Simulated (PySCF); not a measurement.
# Correlation energy of Pd⁻ (palladium, charge -1)

[Kr] 4d10 5s1, 2S determinant. Computed with PySCF 2.14 in aug-cc-pVTZ-PP with one added diffuse shell each of s, p, d, f, g type with ECP28MDF (7s7p6d4f3g, 113 functions), with scalar relativity through the core potential. Frozen: 4s2 4p6; 11 electrons correlated.

MP2 pair energies summed by pair of shells (mhartree):

| pair | energy | share (%) |
| --- | --- | --- |
| 4d-4d | -385.55 | 97.9 |
| 4d-5s | -8.34 | 2.1 |

Total MP2 correlation energy: -393.88 mhartree.

Same-spin part -139.04 and opposite-spin part -254.84 mhartree; SCS-MP2 scales them by 1/3 and 6/5 to -352.16 mhartree.

The Hartree-Fock reference does not bind the outermost electron (its level is positive or very diffuse), so these energies belong to a reference that the basis holds together.
